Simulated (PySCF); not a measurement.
**Te⁴⁰⁺ (tellurium, charge +40): Hartree-Fock from Schrödinger to Dirac-Coulomb-Breit**

Occupied: 1s1/2, 2s1/2, 2p1/2, 2p3/2, 3s1/2. Hartree-Fock calculated with PySCF 2.14 in an even-tempered Gaussian basis (20 s from 3.7 bohr⁻², ratio 2.3; 16 p from 4.5 bohr⁻², ratio 2.3), Gaussian nucleus throughout. NR is non-relativistic, sf-X2C the spin-free one-electron X2C Hamiltonian, X2C adds the bare one-electron spin-orbit term, X2C-SNSO screens it by Boettger's factors, DC is four-component Dirac-Coulomb, and the Gaunt and Breit terms are added at first order (total energies over the DC spinors, levels after relaxing the spinors in that mean field). QED terms are absent. Levels marked empty are virtual spinors of this ion; the basis has s and p functions only, so 3d, which can lie below the n = 4 levels, is absent.

```csv
level (eV),NR,sf-X2C,X2C,X2C-SNSO
1s1/2,-33294.0,-34526.3,-34523.9,-34524.1
2s1/2,-7064.7,-7399.5,-7398.9,-7398.9
2p1/2,-6792.6,-6900.8,-7107.1,-7098.5
2p3/2,-6792.6,-6900.8,-6808.4,-6811.9
3s1/2,-2854.7,-2956.0,-2955.9,-2956.0
3p1/2 (empty),-2699.6,-2741.0,-2792.0,-2789.9
3p3/2 (empty),-2699.6,-2741.0,-2718.1,-2718.9
4s1/2 (empty),-1502.4,-1543.7,-1543.7,-1543.7
```

Where do the four-component calculations put these levels?

1s1/2: DC -34552.5, DC+Gaunt -34476.9, DC+Breit -34481.8; 2s1/2: DC -7402.3, DC+Gaunt -7394.8, DC+Breit -7395.3; 2p1/2: DC -7100.1, DC+Gaunt -7086.9, DC+Breit -7088.3; 2p3/2: DC -6814.4, DC+Gaunt -6805.0, DC+Breit -6806.4; 3s1/2: DC -2956.8, DC+Gaunt -2954.8, DC+Breit -2955.0; 3p1/2 (empty): DC -2790.2, DC+Gaunt -2787.0, DC+Breit -2787.5; 3p3/2 (empty): DC -2719.4, DC+Gaunt -2717.2, DC+Breit -2717.6; 4s1/2 (empty): DC -1544.0, DC+Gaunt -1543.3, DC+Breit -1543.4 (eV).

```csv
Hamiltonian,E (hartree),E − E(DC) (hartree),CPU seconds
NR,-5180.2625,171.6794,0.74
sf-X2C,-5348.7730,3.1690,0.44
X2C,-5350.4730,1.4690,0.56
X2C-SNSO,-5350.3403,1.6017,0.56
DC,-5351.9420,0.0000,29
DC+Gaunt,-5347.2865,4.6554,51
DC+Breit,-5347.6981,4.2439,150
```

Weight of the small component: 1s1/2 0.0367, 2s1/2 0.00813, 2p1/2 0.00804, 2p3/2 0.00768, 3s1/2 0.00306, 3p1/2 0.00298, 3p3/2 0.00289, 4s1/2 0.00154.

Koopmans' value for the highest occupied level at DC+Breit: 2955.0 eV, against an ionisation energy of 2954 ± 4 eV (theoretical estimate listed by NIST; NIST Atomic Spectra Database, ionization energies); the former lacks relaxation, correlation, QED and recoil.

The whole ladder took 240 s of wall time on 1 thread of Neoverse-N1 (shared host), launched as `OMP_NUM_THREADS=1 python relrun2.py TASK.json OUT` (a driver that calls PySCF for each Hamiltonian).

Dirac-Coulomb iterations, started from the X2C spinors:

```
with_ssss True, with_gaunt False, with_breit False
light speed = 137.03599967994
init E= -5335.03195023152
cycle= 1 E= -5351.94155679585  delta_E= -16.9  |g|= 1.14  |ddm|= 0.093
cycle= 2 E= -5351.94197164087  delta_E= -0.000415  |g|= 0.0159  |ddm|= 0.00764
cycle= 3 E= -5351.94197228723  delta_E= -6.46e-07  |g|= 0.000646  |ddm|= 0.000448
cycle= 4 E= -5351.94197228836  delta_E= -1.13e-09  |g|= 2.73e-06  |ddm|= 1.5e-05
```
